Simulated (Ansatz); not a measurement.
```xyz
10

Cl    1.6578   -1.1521    0.1063
C     0.1001   -0.8077    1.0051
C    -0.4706    0.5088    0.5572
In    0.0537    0.6507   -1.5663
H    -0.5445   -1.6497    0.7583
H     0.3825   -0.8655    2.0565
H    -1.5484    0.5261    0.7350
H    -0.0172    1.3400    1.0992
H    -0.6908   -0.4771   -2.6427
H     1.0774    1.9264   -2.1086
```

The species carries charge 0 and has multiplicity 1. In: def2 effective core potential.

Question: List the PBE0/def2-TZVPP orbital energies in eV (Ansatz 0.2.0). (Best estimate.)

Answer: Computed: Occupied: -2767.72, -280.14, -278.11, -259.54, -197.86, -197.68, -197.65, -127.87, -84.38, -84.05, -84.05, -24.31, -21.29, -20.91, -20.82, -20.82, -20.74, -20.29, -17.12, -13.52, -12.87, -11.50, -11.21, -10.57, -9.07, -8.97, -7.87, -7.28. Lowest empty: -1.08, -0.14, 0.92, 1.08, 1.34, 1.78, 2.21, 2.52.
